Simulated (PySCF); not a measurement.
Al₂O₃, SMILES [O][Al][O][Al][O] (connectivity only; charge and spin as stated), neutral, multiplicity 1.

Geometry optimised at ωB97X-D3(BJ)/def2-SVP. Other conformers were not sampled.

All values below come from IEF-PCM-M06-2X/def2-SVP run with PySCF 2.14.0.

The values are the electrostatic part of the solvation free energy, E(continuum) − E(gas) at the gas-phase geometry, in a cavity of scaled van der Waals radii (PySCF's table); cavitation and dispersion terms are not included. A continuum can't describe solvent molecules that bind to the metal. In vacuum the orbital gap is 6.78 eV. The dipole moment in vacuum is 0.00 D.

Computed values in water (ε = 78.36), ethylethanoate (ε = 5.99), 2-propanol (ε = 19.26):
```json
[
 {"solvent": "water", "ε": "78.36", "ΔG(elec) (kcal/mol)": "-32.4", "dipole (D)": "0.00", "gap (eV)": "7.58"},
 {"solvent": "ethylethanoate", "ε": "5.99", "ΔG(elec) (kcal/mol)": "-24.7", "dipole (D)": "0.00", "gap (eV)": "7.38"},
 {"solvent": "2-propanol", "ε": "19.26", "ΔG(elec) (kcal/mol)": "-30.3", "dipole (D)": "0.00", "gap (eV)": "7.52"}
]
```
